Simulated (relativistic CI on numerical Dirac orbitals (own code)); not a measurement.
## Co3+ in a cubic cluster: 1s photoemission with charge transfer

Computed with a charge-transfer multiplet model of a cubic metal-ligand cluster with up to 2 ligand holes, Slater and spin-orbit integrals from Dirac-Coulomb-Breit ions, Slater integrals scaled by 0.9. The ground state mixes d6 with configurations of k ligand holes L, whose averages lie at kΔ + k(k − 1)U_dd/2; a core hole lowers each added d electron by U_cd. 300 K, Lorentzian 1.1 eV and Gaussian 0.6 eV FWHM.

Atomic integrals in eV (Slater integrals scaled, ζ unscaled), ground: F2dd 11.345, F4dd 7.087, zeta_d 0.071; with the core hole: F2dd 12.835, F4dd 8.055, zeta_d 0.101, G2cd 0.074.

Cluster parameters (eV): Δ = -0.4, U_cd = 8.6, 10Dq = 1.8, 10Dq(ligand) = 1.2, V(eg) = 3.4, V(t2g) = -1.57, final-state hopping factor = 0.9.

```tsv
Case	n_d	d6	d7L	d8L2	S
U_dd = 5.7 eV	6.91	0.27	0.55	0.18	0.01
U_dd = 7.1 eV	6.87	0.29	0.56	0.15	0.01
U_dd = 7.8 eV	6.85	0.29	0.56	0.14	0.01
U_dd = 8.5 eV	6.83	0.30	0.57	0.13	0.01
U_dd = 9.2 eV	6.81	0.31	0.57	0.12	0.01
```

Weights, n_d and S are thermal averages at 300 K. Binding energies count from the first peak over 30 % of the highest in each spectrum, which can be another peak from case to case. The parameters are a model scan and need not match a compound or its usual spin state. Peaks in eV (height, largest 100):
- U_dd = 5.7 eV: 0.0 (100), 13.3 (17)
- U_dd = 7.1 eV: 0.0 (100), 13.3 (15)
- U_dd = 7.8 eV: 0.0 (100), 13.3 (15)
- U_dd = 8.5 eV: 0.0 (100), 13.3 (14)
- U_dd = 9.2 eV: 0.0 (100), 13.5 (13)

Curve for U_dd = 7.8 eV (points under 2 left out, the grid thinned):

```tsv
E (eV)	Intensity
-3.0	3.8
-2.7	4.7
-2.4	5.9
-2.1	7.6
-1.8	10.1
-1.5	14.1
-1.2	21.0
-0.9	33.2
-0.6	54.2
-0.3	82.4
0.0	100.0
0.3	89.2
0.6	61.5
0.9	37.8
1.2	23.6
1.5	15.7
1.8	11.0
2.1	8.2
2.4	6.3
2.7	5.0
3.0	4.1
3.3	3.4
3.6	2.9
4.0	2.4
4.3	2.1
7.1	2.2
7.4	2.7
7.7	3.2
8.0	3.3
8.3	3.0
8.6	2.5
8.9	2.1
11.5	2.4
11.8	3.2
12.1	4.4
12.4	6.5
12.7	9.4
13.0	12.8
13.3	14.5
13.6	13.2
13.9	9.9
14.2	6.6
14.5	4.3
14.8	2.9
15.1	2.2
```

For the case U_dd = 7.8 eV, Δ = -0.4 eV is smaller than U_dd = 7.8 eV, the charge-transfer side of the Zaanen-Sawatzky-Allen scheme (negative Δ: between configuration averages a ligand hole costs less than the nominal valence; multiplet and field energies can change this for the lowest states). With the core hole the average of the configuration with one ligand hole lies at Δ − U_cd = -9.0 eV before mixing: it lies below the unscreened one, so the lowest final states are mostly screened and the unscreened weight appears at higher binding energy as a satellite.

With at most 2 ligand holes the space is cut while the next configuration still counts, so covalency is underestimated, and a final configuration with one more ligand hole, which can lie low, is missing from the spectra.
